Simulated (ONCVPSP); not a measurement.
# Reading a pseudo-wave (Al)

Columns: radius, all-electron u(r) and pseudo u(r) of the 2p shell (level -69.64 eV) of aluminium in the configuration [He] 2s2 2p6 3s2 3p1; PBE, scalar-relativistic, ONCV scheme, ONCVPSP 4.0.1.

| r (bohr) | all-electron | pseudo |
| --- | --- | --- |
| 0.057 | 0.1568 | 0.0516 |
| 0.115 | 0.4489 | 0.1994 |
| 0.172 | 0.7262 | 0.4132 |
| 0.230 | 0.9492 | 0.6638 |
| 0.288 | 1.1027 | 0.9081 |
| 0.345 | 1.1917 | 1.1090 |
| 0.402 | 1.2301 | 1.2494 |
| 0.460 | 1.2293 | 1.3223 |
| 0.518 | 1.1991 | 1.3283 |
| 0.575 | 1.1500 | 1.2825 |
| 0.632 | 1.0884 | 1.2028 |
| 0.690 | 1.0181 | 1.1037 |
| 0.747 | 0.9455 | 1.0022 |
| 0.805 | 0.8708 | 0.9035 |
| 0.862 | 0.7987 | 0.8151 |
| 0.920 | 0.7280 | 0.7347 |
| 0.977 | 0.6620 | 0.6641 |
| 1.035 | 0.5990 | 0.5993 |
| 1.092 | 0.5413 | 0.5413 |
| 1.150 | 0.4871 | 0.4870 |
| 1.208 | 0.4373 | 0.4373 |
| 1.265 | 0.3926 | 0.3926 |
| 1.322 | 0.3519 | 0.3519 |
| 1.380 | 0.3143 | 0.3143 |
| 1.438 | 0.2804 | 0.2804 |
| 1.495 | 0.2504 | 0.2504 |

**Question.** How many radial nodes do the two functions have?

**Answer.** The all-electron 2p function has n − l − 1 = 0; the pseudo-wave has 0.

**Question.** At about which radius was the pseudo-wave matched?

**Answer.** 1.15 bohr. The columns agree to 0.0005 from 1.03 bohr on; several derivatives are matched, so the curves merge somewhat inside the radius.

**Question.** Is the pseudo-wave norm-conserving?

**Answer.** Yes: the ONCV scheme keeps the norm inside the radius equal to the all-electron one, which fixes the energy derivative of the logarithmic derivative at the level.
